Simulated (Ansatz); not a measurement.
Start from `C[Te][SiH](O)F` and change one atom or group to get `N[SiH2][SiH](O)F`.

Ansatz, PBE0-D4/def2-TZVP geometries, multiplicity 1. Each molecule was computed in one conformer, which needn't be the lowest.

Elements past krypton have def2 core potentials.

```csv
property,`C[Te][SiH](O)F`
HOMO energy (PBE0/def2-TZVPP) / eV,-6.47
HOMO–LUMO gap (PBE/def2-TZVPP) / eV,3.70
HOMO–LUMO gap (ωB97M-V/def2-TZVPP) / eV,9.41
LUMO energy (PBE/def2-TZVPP) / eV,-1.72
size of the dipole moment (PBE/def2-TZVPP) / D,2.16
LUMO energy (PBE0/def2-TZVPP) / eV,-0.91
```

Q: Give the same properties after the change, and the shifts. (Estimate.)

A: The calculation gave: 
```json
{"property": "HOMO energy (PBE0/def2-TZVPP) / eV", "`N[SiH2][SiH](O)F`": "-7.57", "shift": "-1.10"}
{"property": "HOMO–LUMO gap (PBE/def2-TZVPP) / eV", "`N[SiH2][SiH](O)F`": "4.87", "shift": "1.17"}
{"property": "HOMO–LUMO gap (ωB97M-V/def2-TZVPP) / eV", "`N[SiH2][SiH](O)F`": "10.78", "shift": "1.37"}
{"property": "LUMO energy (PBE/def2-TZVPP) / eV", "`N[SiH2][SiH](O)F`": "-1.40", "shift": "0.32"}
{"property": "size of the dipole moment (PBE/def2-TZVPP) / D", "`N[SiH2][SiH](O)F`": "3.28", "shift": "1.12"}
{"property": "LUMO energy (PBE0/def2-TZVPP) / eV", "`N[SiH2][SiH](O)F`": "-0.58", "shift": "0.33"}
```

With PBE0 the HOMO falls by 1.10 eV and the LUMO rises by 0.33 eV, so the gap widens by about 1.43 eV. PBE moves the HOMO by -0.84 eV and ωB97M-V by -1.16 eV. Dipoles are sizes alone; their direction can turn.

Spin–orbit coupling is left out; it splits and shifts lone-pair levels of the heavy atoms by tenths of an eV.
